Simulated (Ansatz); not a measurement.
`[NH2][GeH2][SiH2]Cl` + `C=C=N` → `C=C=N[SiH2]Cl` + `[NH2][GeH3]`  (cleavage of the Si–Ge bond)

Isolated molecules relaxed with PBE0-D4/def2-TZVP in Ansatz; ΔE leaves out vibrations. CCSD(T)/CBS is the MP2 limit (def2-TZVPP, def2-QZVPP) plus CCSD(T) − MP2 in def2-TZVPP, frozen cores. This one scheme is used for every species. Functionals use def2-TZVPP. B3LYP here is the variant with VWN-RPA as its local correlation; programs differ in this. For Ge outer-core shells are correlated without core-valence functions, which leaves a few kJ/mol of doubt a bond. Scalar relativity is left out up to krypton. One conformer a species, not always the lowest.

`[NH2][GeH2][SiH2]Cl`:

```xyz
10

N    -1.395    0.929    0.805
Ge   -0.415   -0.611    0.537
Si    1.329   -0.090   -1.001
Cl    2.645    1.250   -0.156
H    -1.878    1.259   -0.020
H    -2.067    0.856    1.557
H    -1.240   -1.803   -0.018
H     0.148   -1.014    1.909
H     0.780    0.531   -2.235
H     2.092   -1.307   -1.377
```

`C=C=N`:

Cartesian coordinates in Å:
```
C 0.886 0.089 -0.385
C -0.253 -0.141 0.210
N -1.261 -0.442 0.822
H 1.120 -0.402 -1.320
H 1.597 0.779 0.047
H -2.089 0.117 0.627
```

`C=C=N[SiH2]Cl`:

Cartesian coordinates in Å:
```
C -1.333 -0.554 1.657
C -0.369 -0.551 0.775
N 0.540 -0.594 -0.019
Si 1.112 0.380 -1.317
Cl -0.028 2.058 -1.619
H -2.277 -1.028 1.426
H -1.192 -0.075 2.616
H 1.063 -0.442 -2.541
H 2.484 0.806 -0.977
```

`[NH2][GeH3]`:

```xyz
7

N     0.163    1.054   -0.462
Ge   -0.138   -0.535    0.423
H     1.114    1.164   -0.786
H    -0.455    1.202   -1.249
H    -1.602   -0.516    0.885
H     0.098   -1.802   -0.434
H     0.820   -0.566    1.623
```

```json
{"level": "PBE-D4", "ΔE (kJ/mol)": "-46.7", "difference from CCSD(T)/CBS": "14.5"}
{"level": "r2SCAN-D4", "ΔE (kJ/mol)": "-60.4", "difference from CCSD(T)/CBS": "0.8"}
{"level": "PBE0-D4", "ΔE (kJ/mol)": "-52.4", "difference from CCSD(T)/CBS": "8.8"}
{"level": "B3LYP-D4", "ΔE (kJ/mol)": "-61.8", "difference from CCSD(T)/CBS": "-0.6"}
{"level": "ωB97X-V", "ΔE (kJ/mol)": "-61.1", "difference from CCSD(T)/CBS": "0.1"}
{"level": "ωB97M-V", "ΔE (kJ/mol)": "-63.3", "difference from CCSD(T)/CBS": "-2.1"}
{"level": "B2PLYP", "ΔE (kJ/mol)": "-67.0", "difference from CCSD(T)/CBS": "-5.8"}
{"level": "PBE", "ΔE (kJ/mol)": "-47.3", "difference from CCSD(T)/CBS": "13.9"}
{"level": "r2SCAN", "ΔE (kJ/mol)": "-60.5", "difference from CCSD(T)/CBS": "0.7"}
{"level": "PBE0", "ΔE (kJ/mol)": "-53.1", "difference from CCSD(T)/CBS": "8.1"}
{"level": "B3LYP", "ΔE (kJ/mol)": "-62.9", "difference from CCSD(T)/CBS": "-1.7"}
{"level": "HF/def2-TZVPP", "ΔE (kJ/mol)": "-80.8", "difference from CCSD(T)/CBS": "-19.6"}
{"level": "MP2/def2-TZVPP", "ΔE (kJ/mol)": "-71.5", "difference from CCSD(T)/CBS": "-10.3"}
{"level": "SCS-MP2/def2-TZVPP", "ΔE (kJ/mol)": "-71.9", "difference from CCSD(T)/CBS": "-10.7"}
{"level": "CCSD/def2-TZVPP", "ΔE (kJ/mol)": "-62.8", "difference from CCSD(T)/CBS": "-1.6"}
{"level": "CCSD(T)/def2-TZVPP", "ΔE (kJ/mol)": "-61.7", "difference from CCSD(T)/CBS": "-0.5"}
{"level": "HF/def2-QZVPP", "ΔE (kJ/mol)": "-82.5", "difference from CCSD(T)/CBS": "-21.3"}
{"level": "MP2/def2-QZVPP", "ΔE (kJ/mol)": "-71.8", "difference from CCSD(T)/CBS": "-10.6"}
{"level": "SCS-MP2/def2-QZVPP", "ΔE (kJ/mol)": "-72.5", "difference from CCSD(T)/CBS": "-11.3"}
{"level": "HF/CBS(def2)", "ΔE (kJ/mol)": "-82.7", "difference from CCSD(T)/CBS": "-21.5"}
{"level": "MP2/CBS(def2)", "ΔE (kJ/mol)": "-71.0", "difference from CCSD(T)/CBS": "-9.8"}
{"level": "CCSD/CBS(def2)", "ΔE (kJ/mol)": "-62.3", "difference from CCSD(T)/CBS": "-1.1"}
{"level": "CCSD(T)/CBS", "ΔE (kJ/mol)": "-61.2", "difference from CCSD(T)/CBS": "0"}
```

Largest T1 diagnostic among the species: 0.015.

In def2-TZVPP, CCSD(T) changes the Hartree–Fock value by +19.0 kJ/mol (the triples alone add +1.1 kJ/mol) and MP2 by +9.3 kJ/mol. From PBE to PBE0 (25 % exact exchange), in def2-TZVPP and without D4, ΔE moves by −5.8 kJ/mol.
